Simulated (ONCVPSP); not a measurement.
## Building the ONCV potential for Be (Z = 4) (PBE, scalar-relativistic).

The input file (ONCVPSP 4.0.1):

```
# ATOM AND REFERENCE CONFIGURATION
# atsym  z   nc   nv     iexc    psfile
  Be 4.00    0    2        4      upf
#
#   n    l    f
    1    0    2.00
    2    0    2.00
#
# PSEUDOPOTENTIAL AND OPTIMIZATION
# lmax
    1
#
#   l,   rc,      ep,       ncon, nbas, qcut
    0    0.70    0.00    4    7   18.20
    1    0.55    0.10    3    7   17.60
#
# LOCAL POTENTIAL
# lloc, lpopt,  rc(5),   dvloc0
    1    5    0.55    0.00
#
# VANDERBILT-KLEINMAN-BYLANDER PROJECTORs
# l, nproj, debl
    0    2    1.70
    1    0    2.00
#
# MODEL CORE CHARGE
# icmod, fcfact, rcfact
    0    0.00    0.00
#
# LOG DERIVATIVE ANALYSIS
# epsh1, epsh2, depsh
   -5.00    5.00    0.04
#
# OUTPUT GRID
# rlmax, drl
    6.00    0.01
#
# TEST CONFIGURATIONS
# ncnf
    4
# nvcnf
#   n    l    f
    2
    1    0    2.00
    2    0    1.00
#
    2
    1    0    2.00
    2    0    0.00
#
    2
    1    0    2.00
    2    0    1.50
#
    3
    1    0    2.00
    2    0    0.00
    2    1    1.00
#
```

Command:

```bash
oncvpsp.x < Be.dat > Be.out
```

Output (shortened: citation, most of the input echo, consistency checks and plot data are left out):

```
ONCVPSP  (Optimized Norm-Conservinng Vanderbilt PSeudopotential)
scalar-relativistic version 4.0.1

#   n    l    f        energy (Ha)
    1    0    2.00    -3.9032592E+00
    2    0    2.00    -2.0615309E-01

Reference configufation results
  iterations    23
  all-electron total energy (Ha)   -1.46328711D+01

Begin loop to  construct optimized pseudo wave functions
and semi-local pseudopoentials for all angular momenta

Calculating optimized projector #   1

 for l=   0

    Fraction of norm inside rc  0.869197
    Optimizing pswf for qcut=  18.18 a_B^-1,  ecut= 165.27 Ha
    Residual kinetic energy error=  1.21D-06 Ha

    Energy error per electron        Cutoff
         Ha          eV             Ha
         0.01000     0.27211       89.98
         0.00100     0.02721      115.30
         0.00010     0.00272      135.96
         0.00001     0.00027      151.62

Calculating optimized projector #   2

 for l=   0

    Fraction of norm inside rc  0.019476
    Optimizing pswf for qcut=  18.18 a_B^-1,  ecut= 165.27 Ha
    Residual kinetic energy error=  5.74D-07 Ha

    Energy error per electron        Cutoff
         Ha          eV             Ha
         0.01000     0.27211       52.06
         0.00100     0.02721       85.77
         0.00010     0.00272      112.96
         0.00001     0.00027      137.35

   Wellstate for l =  1  n =  2
     eigenvalue =   0.1000
     asymptotic potential =   0.6000
     half-point radius =  3.0671

Calculating optimized projector #   1

 for l=   1

    Fraction of norm inside rc  0.013725
    Optimizing pswf for qcut=  17.63 a_B^-1,  ecut= 155.33 Ha
    Residual kinetic energy error=  4.96D-07 Ha

    Energy error per electron        Cutoff
         Ha          eV             Ha
         0.01000     0.27211       13.29
         0.00100     0.02721       38.11
         0.00010     0.00272       73.46
         0.00001     0.00027      114.36

Construct Vanderbilt / Kleinmman-Bylander projectors

B matrix Hermiticity error, ll=   0
   1   2    1.5928E-04

  Orthonormal projector coefficients -8.1995E+00 -1.8820E+00

Pseudoatom total energy  -14.504366

Diagnostic tests using Vanderbilt-Kleinman-Bylander pseudopotentials
  1 or more projectors used as specified by nproj input data

   l    rcore       rmatch      e in        delta e   norm test  slope test

   0   0.7004018   0.7216675  -3.9032592  -0.0000136   1.0001090   1.0001118
   0   0.7004018   0.7216675  -0.2061531   0.0000050   1.0000502   1.0000508

   1   0.5513508   0.5680910   0.1000000   0.0000036   1.0000002   1.0000002

 Testing for bound ghosts
   n   l    E NL Schr. Eq   E Basis Diag.   E Cutoff

   1   0       -3.903273       -3.901670    383.99
   2   0       -0.206148        0.985704    383.99

 Testing for highly-localized positive-energy ghosts
       l    <radius>/rc     E Basis Diag.   E Cutoff

Test configuration 0

   n   l     f        eae           eps        diff
   1   0  2.0000   -3.90325919   -3.90327275   -1.36D-05
   2   0  2.0000   -0.20615309   -0.20614812    4.97D-06

    Total energies and differences
      AE_ref= -1.46328711D+01  AE_tst= -1.46328711D+01  dif=  0.00D+00
      PS_ref= -1.45043660D+01  PS_tst= -1.45043660D+01  dif= -3.55D-15
      PSP excitation error=  3.55D-15

Test configuration 1

   n   l     f        eae           eps        diff
   1   0  2.0000   -4.32864212   -4.32782861    8.14D-04
   2   0  1.0000   -0.50348368   -0.50344637    3.73D-05

    Total energies and differences
      AE_ref= -1.46328711D+01  AE_tst= -1.42818952D+01  dif=  3.51D-01
      PS_ref= -1.45043660D+01  PS_tst= -1.41534043D+01  dif=  3.51D-01
      PSP excitation error=  1.42D-05

Test configuration 2

   n   l     f        eae           eps        diff
   1   0  2.0000   -4.86129754   -4.85883742    2.46D-03

    Total energies and differences
      AE_ref= -1.46328711D+01  AE_tst= -1.36223199D+01  dif=  1.01D+00
      PS_ref= -1.45043660D+01  PS_tst= -1.34939114D+01  dif=  1.01D+00
      PSP excitation error=  9.66D-05

Test configuration 3

   n   l     f        eae           eps        diff
   1   0  2.0000   -4.10095771   -4.10065256    3.05D-04
   2   0  1.5000   -0.34904321   -0.34902878    1.44D-05

    Total energies and differences
      AE_ref= -1.46328711D+01  AE_tst= -1.44946650D+01  dif=  1.38D-01
      PS_ref= -1.45043660D+01  PS_tst= -1.43661632D+01  dif=  1.38D-01
      PSP excitation error=  3.25D-06

Test configuration 4

   n   l     f        eae           eps        diff
   1   0  2.0000   -4.34770286   -4.34488339    2.82D-03
   2   1  1.0000   -0.36215739   -0.36215090    6.49D-06

    Total energies and differences
      AE_ref= -1.46328711D+01  AE_tst= -1.41382289D+01  dif=  4.95D-01
      PS_ref= -1.45043660D+01  PS_tst= -1.40098202D+01  dif=  4.95D-01
      PSP excitation error=  9.65D-05
```

The run took about 1.8 s on one core of a shared server CPU.
